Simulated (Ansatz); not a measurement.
Reaction (ligand exchange at the Si–Cl bond): `CS[Si](F)(F)Cl` + H–F → `CS[Si](F)(F)F` + HCl

Computed with Ansatz on PBE0-D4/def2-TZVP structures; ΔE is electronic, products minus reactants. CCSD(T)/CBS is the MP2 limit (def2-TZVPP, def2-QZVPP) plus CCSD(T) − MP2 in def2-TZVPP, frozen cores. This one scheme is used for every species. DFT in def2-TZVPP. One conformer a species, not always the lowest.

Task: Is it downhill or uphill in electronic energy at CCSD(T)/CBS, and by how much? (Estimate.)

Result: The calculation gave: Downhill: ΔE = -0.51 eV.

Task: What do these levels give: PBE0-D4, r2SCAN, CAM-B3LYP, CCSD/def2-SVP, SCS-MP2/def2-TZVPP, SCS-MP2/def2-QZVPP? (Best estimate.)

Result: The calculation gave: PBE0-D4 -0.44, r2SCAN -0.54, CAM-B3LYP -0.64, CCSD/def2-SVP -0.55, SCS-MP2/def2-TZVPP -0.56, SCS-MP2/def2-QZVPP -0.54 eV.

Largest T1 diagnostic among the species: 0.011.

The D4 term adds +0.07 eV with B3LYP and +0.04 eV with PBE0; it sums over pairs of atoms, weighted by their polarisabilities, and B3LYP, whose exchange is more repulsive, gets the larger term. In def2-TZVPP, CCSD(T) changes the Hartree–Fock value by +0.14 eV (the triples alone add +0.03 eV) and MP2 by +0.21 eV. From BLYP to BHLYP (50 % exact exchange), in def2-TZVPP and without D4, ΔE moves by −0.04 eV.

B3LYP here is the variant with VWN-RPA as its local correlation; programs differ in this.
